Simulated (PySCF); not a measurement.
revPBE on Rb⁻ (rubidium, charge -1), [Kr] 5s2, closed-shell 1S. Computed with PySCF 2.14 in x2c-QZVPPall with one added diffuse shell each of s, p, d, f, g type (14s9p8d4f3g, 136 functions), with scalar relativity by spin-free X2C-1e.

```
cycle= 1 E= -2980.85978612689  delta_E= -0.0197  |g|= 0.0586  |ddm|= 1.21
cycle= 2 E= -2980.86024351741  delta_E= -0.000457  |g|= 0.0394  |ddm|= 0.804
cycle= 3 E= -2980.86079718085  delta_E= -0.000554  |g|= 0.00302  |ddm|= 0.48
cycle= 4 E= -2980.86079748256  delta_E= -3.02e-07  |g|= 0.00239  |ddm|= 0.0326
cycle= 5 E= -2980.86080146017  delta_E= -3.98e-06  |g|= 5.5e-05  |ddm|= 0.0312
cycle= 6 E= -2980.86080147445  delta_E= -1.43e-08  |g|= 1.16e-05  |ddm|= 0.00557
cycle= 7 E= -2980.8608014751  delta_E= -6.45e-10  |g|= 3.76e-06  |ddm|= 0.000623
converged SCF energy = -2980.8608014751  <S^2> = 3.5527137e-15  2S+1 = 1
```

Highest occupied orbital energy: 0.730 eV; ⟨L²⟩ = 0.00; populations by l: s 10.00, p 18.00, d 10.00, f 0.00.

(1) Can this result be used?

Results:

(1) With care. The calculation finished and met its thresholds. At revPBE the highest occupied level has a positive energy, so only the finite basis holds that electron; in a semilocal or global hybrid functional this comes from self-interaction and does not mean that the real anion is unbound.
